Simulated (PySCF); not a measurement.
# C5H13Si: g tensor and hyperfine couplings

C5H13Si (doublet state).
Cartesian coordinates in Å at the GFN2-xTB level; atoms count from 1:
```
atom  x, y, z in Å
C1     2.972   -0.171    0.051
C2     1.568   -0.397   -0.499
C3     0.547    0.530    0.152
Si4   -1.228    0.311   -0.531
C5    -2.412    1.529    0.337
C6    -1.836   -1.482   -0.287
H7     3.000   -0.370    1.120
H8     3.689   -0.827   -0.439
H9     3.282    0.859   -0.114
H10    1.279   -1.436   -0.328
H11    1.571   -0.231   -1.579
H12    0.871    1.563    0.016
H13    0.543    0.348    1.232
H14   -2.070    2.555    0.242
H15   -2.488    1.304    1.399
H16   -3.412    1.475   -0.083
H17   -2.865   -1.597   -0.613
H18   -1.233   -2.190   -0.847
H19   -1.788   -1.765    0.764
```

The hyperfine couplings belong to this conformer and change with its torsions.

The species is `CCC[Si](C)C` [radical].

Level of theory: PySCF, UKS B3LYP, pcH-1 on C H Si, non-relativistic, mean-field spin-orbit, GIAO. Isolated species at its GFN2-xTB geometry (one conformer only). Couplings are sensitive to structure, and on GFN2-xTB geometries they can be far from those on DFT ones, by a factor of two or more for some ions and for spin on atoms past the first row. The SCF solution wasn't tested for stability.

```json
{
  "g1, g2, g3": "2.00212, 2.00378, 2.00409",
  "g_iso": "2.00333",
  "Form of g": "rhombic: the two nearest values differ by 16 % of g3 − g1",
  "⟨S²⟩": "0.7512 (exact 0.7500)",
  "HOMO–LUMO gap, α and β orbitals": "6.11, 5.77 eV",
  "Total energy": "-487.87203 Eh"
}
```

Isotropic coupling and dipolar principal values T1 to T3, in G; ρ(0) is the spin density at the nucleus (MHz turned into gauss with g_iso; 10 G = 1 mT):

```
atom  isotope   a_iso  of which spin–orbit     T1    T2    T3  Mulliken spin population  ρ(0) (bohr⁻³)
  C1      13C    -0.1                  0.0   -0.1   0.0   0.1                      0.00        -0.0002
  C2      13C     1.3                  0.0   -0.3  -0.1   0.4                      0.00         0.0033
  C3      13C    10.4                  0.0   -1.6  -1.5   3.2                      0.01         0.0258
 Si4     29Si  -170.8                  0.3  -58.9  29.4  29.5                      0.94         0.5401
  C5      13C    11.0                  0.0   -1.5  -1.4   2.8                      0.00         0.0274
  C6      13C    12.4                  0.0   -1.5  -1.5   3.0                      0.00         0.0309
  H7       1H     0.5                  0.0   -0.3  -0.2   0.5                      0.00         0.0003
  H8       1H     0.1                  0.0   -0.2  -0.2   0.4                      0.00         0.0001
  H9       1H     0.0                  0.0   -0.3  -0.2   0.5                      0.00         0.0000
 H10       1H     0.0                  0.0   -0.7  -0.6   1.3                      0.00         0.0000
 H11       1H    -0.2                  0.0   -1.1  -0.7   1.8                      0.00        -0.0002
 H12       1H     0.2                  0.0   -1.6  -0.9   2.4                      0.00         0.0001
 H13       1H    16.4                  0.0   -1.5   0.1   1.4                      0.02         0.0103
 H14       1H     0.1                  0.0   -1.5  -0.9   2.4                      0.00         0.0001
 H15       1H    19.5                  0.0   -1.4   0.0   1.4                      0.03         0.0122
 H16       1H     1.1                  0.0   -1.6  -0.9   2.5                      0.00         0.0007
 H17       1H    -0.1                  0.0   -1.5  -0.9   2.4                      0.00        -0.0001
 H18       1H     1.1                  0.0   -1.6  -0.9   2.5                      0.00         0.0007
 H19       1H    19.4                  0.0   -1.4   0.0   1.4                      0.03         0.0122
```

The largest Mulliken spin population is on Si4 (+0.94). The angles at Si4 add up to 331.0°, so it is pyramidal.

Under fast tumbling the dipolar parts average out, and these isotropic splittings remain: 2 × 1H (H12/H13, I = 1/2, 3 lines) with 0.83 mT and 6 × 1H (H14 (×6), I = 1/2, 7 lines) with 0.69 mT.

Means are taken over nuclei equivalent by connectivity, which assumes that they swap fast. The six 1H nuclei of mean +19.2 MHz run from -0.4 to 54.7 MHz in the frozen geometry. The 1H value of +23.2 MHz is a mean of couplings from 0.5 to 45.9 MHz in this one geometry, not an average over conformers.

The 13C coupling of C5/C6 (mean 32.8 MHz) shows only in satellite lines or after enrichment, since that isotope makes up about 1.07 % of natural carbon.

The 29Si coupling of Si4 (-479.0 MHz) shows only in satellite lines or after enrichment, since that isotope makes up about 4.7 % of natural silicon.
